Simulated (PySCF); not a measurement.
## Xenon: a sound run and one with changed settings

Sound run: Xe²⁺ [Kr] 4d10 5s2 5p4, Xe³⁺ [Kr] 4d10 5s2 5p3. Calculation: PySCF 2.14, in def2-SVP with the def2 core potential (28 electrons) (6s5p3d2f, 50 functions); a scalar-relativistic core potential. In the sound run the correlated levels freeze 4s2 4p6 4d10 outside the core potential. The sound run starts from symmetry-adapted Hartree-Fock orbitals and uses a fine grid where one is needed.

Changed run: a valence shell is frozen. This setting is unsound on purpose.

| species | method | sound run (hartree) | changed run (hartree) | converged |
| --- | --- | --- | --- | --- |
| Xe²⁺ | MP2 | -327.22949 | -327.18092 | yes |
| Xe²⁺ | CCSD(T) | -327.24993 | -327.18901 | yes |
| Xe³⁺ | MP2 | -326.12738 | -326.07445 | yes |
| Xe³⁺ | CCSD(T) | -326.14227 | -326.07845 | yes |

Ionisation energy of Xe²⁺:

```csv
method,sound run (eV),changed run (eV)
UHF,29.383,29.383
MP2,29.990,30.109
SCS-MP2,30.053,30.257
CCSD,30.122,30.201
CCSD(T),30.141,30.220
```

Freezing a valence shell removes pair correlation that changes on ionisation.

For comparison, NIST gives 31.05 ± 0.04 eV between the lowest levels.
